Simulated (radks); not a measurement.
Task: Numerical settings for the hafnium ion Hf+, [Xe] 4f14 5d1 6s2. Method: scalar-relativistic Kohn-Sham, PBE, spin-polarised, spherical densities, point nucleus; open shells are filled with parallel spins first (spin-orbit coupling, left out, can overturn this in heavy ions); computed with a radial shooting solver on a logarithmic mesh with Libxc functionals. The defaults (mesh step 0.008 in ln r, mesh end at 40 bohr or more with all orbitals vanishing there, Anderson mixing 0.5 over 9 steps, residual threshold near 1e-9 with the energy settled to 1e-9 hartree or 1e-11 of itself, here a cap of 68 iterations) give E = -15077.9842 hartree and 5d at -10.974 eV in 16 iterations. Run on one thread of a shared host, so times are rough (Arm Neoverse V2): 0.33 s of CPU time, 0.33 s wall, 16 iterations on 2648 mesh points. One setting is changed at a time: mesh step in ln r 0.05; mesh step in ln r 0.12; mesh step in ln r 0.02; mesh end (bohr) 2; mesh end (bohr) 8; residual threshold 1e-16; residual threshold 0.01; mixing 0.01; linear mixing, mixing 0.05; linear mixing, mixing 0.8; mixing history 3; iteration cap 5. Which runs fail to converge, and which converge to a wrong energy?

Result: Not converged within the cap: mesh step in ln r 0.12; residual threshold 1e-16; linear mixing, mixing 0.05; linear mixing, mixing 0.8; iteration cap 5. Settled on a wrong energy, with an occupied level pushed above zero by the early mesh end: mesh end (bohr) 2 (+15.5 hartree). Apart from these: settings that end as converged yet miss the energy by more than 1 mhartree: mesh end (bohr) 8 (+0.00172 hartree).
